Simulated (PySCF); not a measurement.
C5H6NO (charge -1).
Atom-mapped SMILES: `[N:1]#[C:2][CH2:3][C@@H:4]1[CH2:5][C@@H:6]1[O-:7]`

Geometry (GFN2-xTB, Å), atoms numbered from 1 in this order:
```
atom  x, y, z in Å
N1     2.9360    1.0140    0.4594
C2     2.1108    0.2576    0.1888
C3     1.0704   -0.6343   -0.2036
C4    -0.1858    0.0945   -0.6316
C5    -0.9055    0.9053    0.4272
C6    -1.4539   -0.4785    0.0616
O7    -1.3761   -1.5056    0.8367
H8     1.4396   -1.2867   -1.0041
H9     0.7295   -1.2675    0.6394
H10   -0.2011    0.4731   -1.6512
H11   -1.4209    1.7998    0.0931
H12   -0.3996    1.0259    1.3765
H13   -2.3477   -0.3972   -0.6100
```

Probes without a nucleus sit at each ring's centroid and 1 Å off its mean plane on both sides; NICS is minus the shielding there, NICSzz its component along the normal. Level: GIAO PBE0/pcSseg-1 (PySCF, non-relativistic, gas phase) on the GFN2-xTB geometry, one conformer.

Ring bond lengths (Å), with Mayer bond orders in brackets: C4–C5 1.515 (0.93), C5–C6 1.533 (0.85), C6–C4 1.555 (0.79).

Task: What do the NICS probes read (ppm)?

Result: 
```tsv
ring	type	NICS(0)	NICS(1), two faces	NICS(1)zz, two faces	rms pucker (Å)	centre to ring atoms, mean (Å)
C4–C5–C6	3-membered carbocycle; formal bonds all single	-35.5	-8.2 / -7.9	-20.8 / -12.0	0.00	0.89
```

Task: What can be read from them?

Result: 
- C4–C5–C6: mean NICS(1)zz -16.4 ppm, shielded. C4, C5, C6 have four or more neighbours, so the value isn't read as a sign of a π ring current. A hydrogen on C6, outside the ring, lies only 1.36 Å from a NICS(1) probe, which then mostly feels that atom. The two faces differ by 8.8 ppm, so no symmetry operation interchanges them. NICS(0) lies 27 ppm below the mean NICS(1).

Task: At the first NICS(1) probe listed for ring C4–C5–C6, 1 Å off the ring, what do the in-plane components average?

Result: The isotropic value is a third of the trace: (3 × -8.2 − (-20.8))/2 = -1.9 ppm.

Task: List the ring angles and the Hirshfeld charges of the ring atoms.

Result: 
- C4–C5–C6: C4 59.9° (-0.090 e), C5 61.3° (-0.152 e), C6 58.8° (-0.025 e); sum 180.0° against 180° for a flat convex ring.

Task: How shielded are the nuclei of the rings and their hydrogens (means over atoms taken as equivalent)?

Result: 
| atoms | environment | σ isotropic (ppm) | principal values of the symmetric part, first atom (ppm) |
| --- | --- | --- | --- |
| C4 | three-membered-ring carbon | 169.6 | 140.0, 156.4, 212.5 |
| C5 | three-membered-ring carbon | 168.1 | 141.1, 160.5, 202.7 |
| C6 | sp3 carbon bound to oxygen | 121.3 | 79.7, 98.9, 185.3 |
| H10 | methine hydrogen | 31.46 | 24.3, 29.9, 40.2 |
| H11 | methylene hydrogen | 31.89 | 26.5, 28.2, 41.0 |
| H12 | methylene hydrogen | 32.90 | 27.6, 32.6, 38.5 |
| H13 | methine hydrogen | 26.70 | 19.7, 26.0, 34.4 |
